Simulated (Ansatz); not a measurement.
Steps of a relaxation of H5NOSn (`[NH2][SnH2][OH]`) with RKS PBE0-D4/def2-TZVP.

```sh
$ ansatz run in.yaml --threads 2 --pin off --events-out ev --progress --plain --max-ram 4352MiB
```

```yaml
crystal:
  periodic: [false, false, false]
  atoms:
    - {symbol: N, position_ang: [-1.280878, 0.494360, -0.755971]}
    - {symbol: Sn, position_ang: [0.447831, 0.167387, 0.302592]}
    - {symbol: O, position_ang: [0.246491, -1.764542, 0.834153]}
    - {symbol: H, position_ang: [-1.580310, 1.476696, -0.706741]}
    - {symbol: H, position_ang: [-1.186786, 0.252585, -1.750484]}
    - {symbol: H, position_ang: [0.376607, 1.189546, 1.697560]}
    - {symbol: H, position_ang: [1.939643, 0.299990, -0.590292]}
    - {symbol: H, position_ang: [1.129602, -2.173122, 0.913283]}
basis:
  gaussian: {orbitals: def2-TZVP}
hamiltonian: {xc: pbe0, dispersion: d4}
relax: {f_tol: 0.005, max_steps: 150}
```

Positions (Å) and forces (eV/Å) along the path, 15 of 15 steps:

```xyz
8
step=1 energy=-9447.9144 eV
N    -1.281    0.494   -0.756    0.472    0.334   -0.269
Sn    0.448    0.167    0.303   -0.456   -0.448   -0.002
O     0.246   -1.765    0.834    0.877    0.591   -0.178
H    -1.580    1.477   -0.707    0.196   -0.602   -0.038
H    -1.187    0.253   -1.750   -0.079    0.156    0.612
H     0.377    1.190    1.698    0.030   -0.227   -0.253
H     1.940    0.300   -0.590   -0.327   -0.067    0.182
H     1.130   -2.173    0.913   -0.713    0.262   -0.054
8
step=2 energy=-9447.9699 eV
N    -1.258    0.496   -0.745    0.013    0.256   -0.243
Sn    0.425    0.180    0.314   -0.189   -0.256    0.020
O     0.263   -1.710    0.836    0.343   -0.112    0.012
H    -1.535    1.476   -0.731   -0.021   -0.223   -0.012
H    -1.177    0.219   -1.721   -0.051    0.039    0.217
H     0.375    1.149    1.697   -0.023    0.159    0.164
H     1.870    0.267   -0.568    0.260    0.057   -0.157
H     1.131   -2.134    0.862   -0.332    0.081    0.000
8
step=3 energy=-9447.9816 eV
N    -1.247    0.502   -0.744    0.034    0.115   -0.130
Sn    0.434    0.176    0.318   -0.095   -0.045   -0.006
O     0.262   -1.711    0.849    0.175   -0.022   -0.014
H    -1.549    1.470   -0.737    0.011   -0.107    0.038
H    -1.185    0.210   -1.713   -0.022   -0.008    0.099
H     0.371    1.170    1.698   -0.006    0.028    0.034
H     1.894    0.287   -0.568    0.057    0.000   -0.027
H     1.113   -2.162    0.842   -0.155    0.038    0.006
8
step=4 energy=-9447.9806 eV rejected
N    -1.231    0.507   -0.756    0.190   -0.184    0.190
Sn    0.440    0.183    0.320   -0.118   -0.027   -0.017
O     0.260   -1.699    0.865   -0.082    0.103   -0.001
H    -1.563    1.459   -0.713   -0.068    0.067   -0.147
H    -1.177    0.190   -1.713   -0.085    0.134   -0.035
H     0.367    1.185    1.694   -0.003    0.022    0.026
H     1.904    0.285   -0.561    0.051   -0.005   -0.020
H     1.093   -2.167    0.808    0.116   -0.110    0.003
8
step=5 energy=-9447.9843 eV
N    -1.234    0.508   -0.752    0.028    0.016    0.010
Sn    0.438    0.179    0.318   -0.008   -0.002   -0.018
O     0.267   -1.704    0.855    0.006   -0.004    0.005
H    -1.564    1.463   -0.727   -0.002   -0.023    0.004
H    -1.194    0.207   -1.716   -0.003    0.001    0.006
H     0.367    1.179    1.697   -0.005    0.001   -0.005
H     1.907    0.283   -0.563    0.001    0.004    0.003
H     1.104   -2.173    0.832   -0.016    0.006   -0.005
8
step=6 energy=-9447.9846 eV
N    -1.225    0.505   -0.753    0.001    0.003   -0.002
Sn    0.444    0.181    0.317   -0.004    0.016    0.002
O     0.264   -1.698    0.862    0.003   -0.008    0.007
H    -1.576    1.452   -0.715    0.001   -0.007   -0.005
H    -1.189    0.209   -1.718   -0.007    0.009   -0.005
H     0.366    1.187    1.690    0.002    0.001    0.004
H     1.916    0.285   -0.560   -0.003   -0.007    0.001
H     1.093   -2.178    0.822    0.006   -0.007   -0.002
8
step=7 energy=-9447.9848 eV
N    -1.224    0.502   -0.757    0.005    0.001    0.015
Sn    0.443    0.180    0.316    0.008    0.015    0.002
O     0.266   -1.696    0.873   -0.004   -0.006    0.009
H    -1.586    1.443   -0.704   -0.005    0.006   -0.004
H    -1.179    0.225   -1.727   -0.008   -0.001   -0.025
H     0.366    1.191    1.686    0.000   -0.003    0.002
H     1.914    0.278   -0.563   -0.006   -0.005    0.002
H     1.092   -2.180    0.820    0.011   -0.007   -0.002
8
step=8 energy=-9447.9848 eV
N    -1.218    0.496   -0.770   -0.022    0.047   -0.046
Sn    0.443    0.177    0.315    0.009    0.004    0.007
O     0.274   -1.689    0.910    0.046   -0.030   -0.006
H    -1.615    1.422   -0.674    0.031   -0.076   -0.022
H    -1.155    0.266   -1.753   -0.010    0.027    0.066
H     0.364    1.198    1.677    0.000   -0.001   -0.005
H     1.909    0.259   -0.572   -0.007    0.000    0.003
H     1.090   -2.185    0.812   -0.048    0.028    0.004
8
step=9 energy=-9447.9850 eV
N    -1.219    0.498   -0.765    0.003    0.000    0.001
Sn    0.443    0.179    0.318   -0.004   -0.003   -0.007
O     0.272   -1.691    0.899    0.015   -0.006    0.003
H    -1.604    1.429   -0.686   -0.002    0.001   -0.002
H    -1.163    0.250   -1.743   -0.001    0.002    0.003
H     0.364    1.197    1.682    0.001   -0.002   -0.002
H     1.909    0.264   -0.569    0.002    0.001    0.003
H     1.090   -2.184    0.809   -0.013    0.008    0.000
8
step=10 energy=-9447.9850 eV rejected
N    -1.220    0.498   -0.766    0.008   -0.012    0.005
Sn    0.443    0.178    0.316    0.006    0.005    0.013
O     0.273   -1.690    0.904    0.001    0.000   -0.003
H    -1.606    1.428   -0.686   -0.003    0.011    0.003
H    -1.165    0.252   -1.744   -0.001   -0.003   -0.010
H     0.366    1.197    1.679   -0.006    0.001    0.002
H     1.912    0.265   -0.565   -0.003   -0.004   -0.008
H     1.089   -2.185    0.807   -0.003    0.002   -0.001
8
step=11 energy=-9447.9850 eV
N    -1.219    0.498   -0.766    0.001    0.000    0.000
Sn    0.443    0.179    0.317    0.000    0.000    0.001
O     0.273   -1.690    0.902    0.003   -0.001    0.001
H    -1.605    1.429   -0.686    0.000    0.000   -0.001
H    -1.163    0.251   -1.743   -0.001    0.001   -0.001
H     0.364    1.197    1.681    0.000    0.000   -0.001
H     1.910    0.264   -0.568    0.000    0.000    0.001
H     1.090   -2.184    0.808   -0.003    0.001   -0.001
8
step=12 energy=-9447.9850 eV
N    -1.218    0.497   -0.767   -0.001    0.001    0.000
Sn    0.443    0.179    0.317    0.002   -0.001    0.003
O     0.274   -1.688    0.909    0.007   -0.002   -0.001
H    -1.608    1.425   -0.683    0.000   -0.001    0.000
H    -1.160    0.255   -1.746    0.000    0.000    0.000
H     0.364    1.199    1.680   -0.002    0.000   -0.001
H     1.910    0.263   -0.568    0.000   -0.001   -0.001
H     1.087   -2.186    0.802   -0.007    0.003    0.000
8
step=13 energy=-9447.9851 eV
N    -1.217    0.495   -0.768   -0.002    0.001   -0.003
Sn    0.444    0.179    0.319    0.002   -0.001    0.004
O     0.277   -1.685    0.919    0.017   -0.007   -0.004
H    -1.612    1.421   -0.680    0.001   -0.002    0.000
H    -1.156    0.259   -1.749    0.000    0.000    0.001
H     0.363    1.202    1.678   -0.001    0.000    0.000
H     1.910    0.260   -0.568   -0.001    0.000   -0.001
H     1.084   -2.189    0.793   -0.017    0.009    0.002
8
step=14 energy=-9447.9851 eV
N    -1.216    0.495   -0.769   -0.002    0.002   -0.003
Sn    0.444    0.180    0.319    0.001   -0.001    0.003
O     0.278   -1.684    0.922    0.011   -0.004   -0.003
H    -1.612    1.420   -0.680    0.001   -0.002    0.000
H    -1.155    0.259   -1.749    0.000    0.000    0.002
H     0.362    1.203    1.678   -0.001    0.000    0.000
H     1.909    0.260   -0.568   -0.001    0.000   -0.001
H     1.082   -2.190    0.789   -0.010    0.005    0.002
8
step=15 energy=-9447.9851 eV
N    -1.216    0.494   -0.769   -0.001    0.000   -0.001
Sn    0.444    0.180    0.320    0.001    0.000    0.000
O     0.279   -1.683    0.926    0.002    0.000   -0.001
H    -1.612    1.419   -0.680    0.001   -0.001    0.000
H    -1.154    0.259   -1.749    0.000    0.000    0.001
H     0.362    1.205    1.678    0.000    0.000    0.000
H     1.909    0.259   -0.568    0.000    0.000    0.000
H     1.081   -2.191    0.784   -0.002    0.001    0.000
```

Hardware: 2 threads of an Arm Neoverse V1 on a shared host. Wall time 40 s, peak host memory 0.28 GiB.
